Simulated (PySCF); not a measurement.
Ga2H4, SMILES [GaH2-][GaH2], charge -1, multiplicity 2.

The structure is a stationary point at TPSSh-D3(BJ)/def2-SVPD.

Two levels are set side by side: PBE/def2-TZVPD (PySCF) and r2SCAN/def2-TZVPD (PySCF). Same geometry, gas phase. Differences are taken from unrounded values.

| quantity | r2SCAN | PBE | PBE minus r2SCAN |
|---|---|---|---|
| α-spin orbital gap (eV) | 2.46 | 2.08 | -0.38 |
| β-spin orbital gap (eV) | 3.18 | 2.62 | -0.56 |
| mean polarisability (bohr³) | 128.5 | 131.2 | 2.7 |

Rough cost on one machine, each run with all the roots and properties that it gave: r2SCAN against PBE within a factor of 2.
